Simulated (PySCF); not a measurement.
Compound: C8H7F (charge +1 and doublet state).
Geometry (GFN2-xTB, Å), atoms numbered from 1 in this order:
```
atom  x, y, z in Å
C1    -2.6171   -0.8415    1.3565
C2    -2.0679   -0.2801    0.4408
C3    -1.4657    0.3875   -0.6465
C4    -2.2737    0.8452   -1.6610
C5    -0.0553    0.5925   -0.7099
C6     0.8725    0.1808    0.2243
F7     0.4651   -0.4697    1.3009
C8     2.2773    0.4118    0.1087
C9     3.1608    0.0027    1.0426
H10   -3.0852   -1.3339    2.1610
H11   -3.3406    0.6916   -1.6287
H12   -1.8659    1.3650   -2.5133
H13    0.3219    1.1205   -1.5743
H14    2.6067    0.9383   -0.7755
H15    2.8435   -0.5226    1.9310
H16    4.2159    0.1882    0.9319
```

The hyperfine couplings belong to this conformer and change with its torsions.

The species is `[CH+]=[C]C(=C)/C=C(\F)C=C` [radical] (charge +1).

Computed, not measured: UKS B3LYP, pcH-1 on C F H, non-relativistic, mean-field spin-orbit, GIAO (PySCF 2.14.0). One conformer (not necessarily the lowest) at the GFN2-xTB geometry, without solvent, vibrations or thermal averaging. Couplings are sensitive to structure, and on GFN2-xTB geometries they can be far from those on DFT ones, by a factor of two or more for some ions and for spin on atoms past the first row. No stability test was run, so a lower SCF solution isn't excluded.

Q: Where do the isotropic ENDOR lines of C4, C3, C9, C8, F7, H11, H12, H16, H15 and H13 fall at 3349.0 mT, to first order?

A: ν± = |νn ± a/2|, one line for each electron-spin manifold; νn = |g_N| × 7.62259 MHz/T × B.

| nuclei | isotope | g_N | νn (MHz) | a_iso (MHz) | lower line (MHz) | upper line (MHz) |
| --- | --- | --- | --- | --- | --- | --- |
| C4 | 13C | 1.4048 | 35.86 | 42.91 | 14.41 | 57.32 |
| C3 | 13C | 1.4048 | 35.86 | -22.76 | 24.48 | 47.24 |
| C9 | 13C | 1.4048 | 35.86 | 18.38 | 26.67 | 45.05 |
| C8 | 13C | 1.4048 | 35.86 | -12.82 | 29.45 | 42.27 |
| F7 | 19F | 5.2577 | 134.22 | 27.76 | 120.34 | 148.10 |
| H11 | 1H | 5.5857 | 142.59 | -35.71 | 124.74 | 160.45 |
| H12 | 1H | 5.5857 | 142.59 | -34.54 | 125.32 | 159.86 |
| H16 | 1H | 5.5857 | 142.59 | -15.98 | 134.60 | 150.58 |
| H15 | 1H | 5.5857 | 142.59 | -15.54 | 134.82 | 150.36 |
| H13 | 1H | 5.5857 | 142.59 | -12.33 | 136.43 | 148.76 |

The rows for 13C, of low natural abundance, apply to labelled samples.

Q: Which pairs are centred on the nuclear Larmor frequency, and which on half the coupling?

A: Centred on νn, since |a| < 2νn: C4, C3, C9, C8, F7, H11, H12, H16, H15 and H13. No pair has |a| > 2νn.

Q: At what field would the lower line of C3 fall to zero frequency?

A: Where νn = |a|/2, that is B = 11.38 MHz/(1.4048 × 7.62259 MHz/T) = 1060 mT, as far as first order holds there.

Couplings of abundant isotopes left out: H10 (-5.0 MHz) and H14 (2.1 MHz).

The largest Mulliken spin populations are on C4 (+0.54), C9 (+0.25), C5 (+0.18) and C6 (+0.12). Three atoms exceed +0.15. The angles at C4 add up to 360.0°, so it is planar.

The SMILES draws the unpaired electron on C2; the largest computed Mulliken spin population is on C4 (0.54 against 0.01).
